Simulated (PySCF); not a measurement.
# Polarisability and C₆ of Li (lithium, neutral)

[He] 2s1, 2S determinant. All numbers are calculated (PySCF 2.14, no relativity, point nucleus, in def2-QZVPP with one added diffuse shell each of s, p, d type (7s5p3d1f, 44 functions)). Coupled (time-dependent) response in atomic units; α is the mean over directions.

```json
{"method": "UHF", "mean α (bohr³)": "169.4", "C₆ (like pair)": "1471", "S(−4)": "36940"}
{"method": "PBE", "mean α (bohr³)": "142.9", "C₆ (like pair)": "1139", "S(−4)": "26390"}
{"method": "PBE0", "mean α (bohr³)": "147.3", "C₆ (like pair)": "1191", "S(−4)": "28010"}
{"method": "wB97M-V", "mean α (bohr³)": "129.8", "C₆ (like pair)": "801.8", "S(−4)": "33580"}
{"method": "CAM-B3LYP", "mean α (bohr³)": "146.5", "C₆ (like pair)": "1169", "S(−4)": "28390"}
```

S(−4) is the Cauchy moment in α(ω) = α(0) + S(−4) ω² + …

Reference α: 164.1 bohr³ (recommended; Schwerdtfeger and Nagle, table of static dipole polarizabilities (2023 update)). Published C₆: 1392 (Chu and Dalgarno (2004); Tang, Norbeck and Certain (1976)).

α(iu) at UHF:

```tsv
u (hartree)	α(iu) (bohr³)
0	169.4
0.0500	109.9
0.100	53.93
0.200	18.29
0.300	8.964
0.500	3.569
0.750	1.722
1.00	1.038
1.50	0.5235
2.00	0.3295
3.00	0.1753
5.00	0.08009
```
